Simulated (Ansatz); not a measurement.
Scan of the C5–H12 bond length

C₃H₉BO (SMILES CBOCC), closed shell, at its PBE0-D4/def2-TZVP minimum:

```xyz
14
angstrom
C -1.7315 -1.1331 1.4775
B -0.3641 -0.8471 0.7814
O -0.3382 -0.1897 -0.3944
C 0.8736 0.1142 -1.0657
C 1.0963 1.6066 -1.0965
H -1.7428 -0.6972 2.4828
H -1.8611 -2.2109 1.6269
H -2.5891 -0.7514 0.9206
H 0.6852 -1.1998 1.2659
H 1.7074 -0.3964 -0.5712
H 0.7875 -0.2810 -2.0821
H 1.9996 1.8424 -1.6642
H 0.2510 2.1122 -1.5673
H 1.2133 2.0020 -0.0850
```

The bond length C5–H12 (1.093 Å at the minimum) is set to the values below, with the rest relaxed at PBE0-D4/def2-TZVP at each step. Each method's energies count from its own value at the PBE0-D4 minimum structure. Ansatz 0.2.0; basis: def2-TZVPP; cores frozen in the correlated methods. B3LYP uses VWN-RPA correlation.

CCSD(T) energies along the scan:
```json
{"bond length (Å)": "0.896", "CCSD(T) (kcal/mol)": "21.83"}
{"bond length (Å)": "0.942", "CCSD(T) (kcal/mol)": "11.56"}
{"bond length (Å)": "1.009", "CCSD(T) (kcal/mol)": "3.08"}
{"bond length (Å)": "1.088", "CCSD(T) (kcal/mol)": "0.01"}
{"bond length (Å)": "1.176", "CCSD(T) (kcal/mol)": "2.25"}
{"bond length (Å)": "1.270", "CCSD(T) (kcal/mol)": "8.52"}
{"bond length (Å)": "1.370", "CCSD(T) (kcal/mol)": "17.51"}
{"bond length (Å)": "1.475", "CCSD(T) (kcal/mol)": "28.01"}
{"bond length (Å)": "1.584", "CCSD(T) (kcal/mol)": "39.02"}
```
They count from the CCSD(T) energy at the PBE0-D4 minimum.

Minimum and curvature along this coordinate at CCSD(T): A fifth-order fit through the nearest points gives 1.092 Å, with a curvature of about 32 eV/Å².

Largest difference from the CCSD(T) curve over the scan: PBE0-D4 1.10; B3LYP-D4 0.47; HF 5.44; MP2 2.86 kcal/mol. Each curve counts from its own value at the minimum.

No T1 diagnostic of these runs exceeds 0.014.

For scale, one of the runs: CCSD(T)/def2-TZVPP, 281 basis functions (an equivalent command: `ansatz run in.yaml --threads 8`). Hardware: 8 CPU threads, shared host. Wall time 3.4 min; peak host memory 8.6 GiB.
